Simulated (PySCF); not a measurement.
Bond curve of TlBr

Set-up: basis Tl x2c-TZVPPall, Br x2c-TZVPPall; spin-free X2C with a Gaussian nucleus; PySCF 2.14. Energies in eV from Tl + Br in their ground configurations at the same level. State: singlet, closed shell.

Curves on a restricted Hartree–Fock reference rise too fast on stretching and do not dissociate correctly.

```tsv
R (Å)	TPSSh	ωB97X-V	RHF-SCS-MP2	PBE0
2.269	-3.264	-3.260	-3.037	-3.211
2.374	-3.756	-3.732	-3.547	-3.692
2.480	-4.025	-3.982	-3.829	-3.951
2.559	-4.122	-4.066	-3.933	-4.041
2.638	-4.154	-4.085	-3.970	-4.066
2.717	-4.138	-4.057	-3.956	-4.043
2.823	-4.061	-3.966	-3.882	-3.959
2.955	-3.909	-3.797	-3.729	-3.798
3.113	-3.678	-3.548	-3.496	-3.559
3.324	-3.342	-3.189	-3.151	-3.212
```

Task: Put a parabola through the three lowest points of the TPSSh curve and estimate Re, k and ωe (reduced mass 56.98 u; 1 eV/Å² = 0.16022 mdyn/Å; ωe = 1302.8·√(k/μ) cm⁻¹).

Result: Through R = 2.559, 2.638, 2.717 Å the second-order coefficient is 3.85 eV/Å², so Re ≈ 2.651 Å, k ≈ 1.23 mdyn/Å and ωe ≈ 192 cm⁻¹. A polynomial fit of higher order to the unrounded TPSSh energies gives Re = 2.647 Å, k = 1.20 mdyn/Å, ωe = 189 cm⁻¹; anharmonicity and rounding make the difference.

The higher-order fit for each curve: TPSSh: Re = 2.647 Å, ωe = 189 cm⁻¹, De = 4.15 eV; ωB97X-V: Re = 2.627 Å, ωe = 195 cm⁻¹, De = 4.09 eV; RHF-SCS-MP2: Re = 2.653 Å, ωe = 190 cm⁻¹, De = 3.97 eV; PBE0: Re = 2.636 Å, ωe = 192 cm⁻¹, De = 4.07 eV.

Correlated steps freeze 43 core orbitals. Spin–orbit coupling is left out, which matters for elements this heavy, above all for dissociation energies. Where the molecule has an RHF reference, its open-shell atoms are computed with UHF.
